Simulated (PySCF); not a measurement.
Compound: C5H10OSSi.
SMILES with atom numbers: `[CH2:1]=[CH:2][CH2:3][C@@H:4]1[CH2:5][O:6][SiH2:7][S:8]1`

Cartesian coordinates in Å at the GFN2-xTB level; atoms count from 1:
```xyz
18
C5H10OSSi angstrom
C      2.7027    0.8827    0.0752
C      1.6637    0.4394    0.7571
C      1.0722   -0.9263    0.6021
C     -0.4051   -0.8885    0.2153
C     -0.6483   -0.1349   -1.0888
O     -2.0049    0.1642   -1.2514
Si    -2.8779    0.5282    0.0709
S     -1.4292   -0.0915    1.5223
H      3.1066    1.8692    0.2255
H      3.2041    0.2710   -0.6579
H      1.1740    1.0644    1.4916
H      1.6170   -1.4884   -0.1610
H      1.1578   -1.4596    1.5528
H     -0.7885   -1.9089    0.1245
H     -0.0657    0.7938   -1.0887
H     -0.3382   -0.7453   -1.9425
H     -3.0945    1.9560    0.2225
H     -4.0544   -0.3194    0.0388
```

NICS is the negative of the GIAO shielding at a point without a nucleus: at the ring centre (0) and 1 Å above and below it (1); zz is the component along the ring normal. Level: GIAO PBE0/pcSseg-1 (PySCF, non-relativistic, gas phase) on the GFN2-xTB geometry, one conformer.

Ring bond lengths (Å), with Mayer bond orders in brackets: C4–C5 1.526 (0.96), C5–O6 1.399 (0.88), O6–Si7 1.626 (1.00), Si7–S8 2.142 (0.94), S8–C4 1.842 (1.00).

**Question.** What do the NICS probes read (ppm)?

**Answer.** 
```
           ring                                                       type  NICS(0)  NICS(1), two faces  NICS(1)zz, two faces  rms pucker (Å)  centre to ring atoms, mean (Å)
C4–C5–O6–Si7–S8  5-membered ring with O, S and Si; formal bonds all single     -8.3         -3.8 / -4.0           -4.3 / -3.4            0.17                            1.42
```

**Question.** What do they say, and how far can they be read as aromaticity?

**Answer.** 
- C4–C5–O6–Si7–S8: mean NICS(1)zz -3.8 ppm, shielded. C4, C5, Si7 have four or more neighbours, and the NICS criterion for π rings isn't applied.

**Question.** Give the inner angles of the rings and the Hirshfeld charges of the ring atoms.

**Answer.** 
- C4–C5–O6–Si7–S8: C4 107.7° (-0.024 e), C5 111.1° (0.000 e), O6 118.3° (-0.235 e), Si7 97.1° (+0.387 e), S8 91.2° (-0.108 e); sum 525.3° against 540° for a flat convex ring.
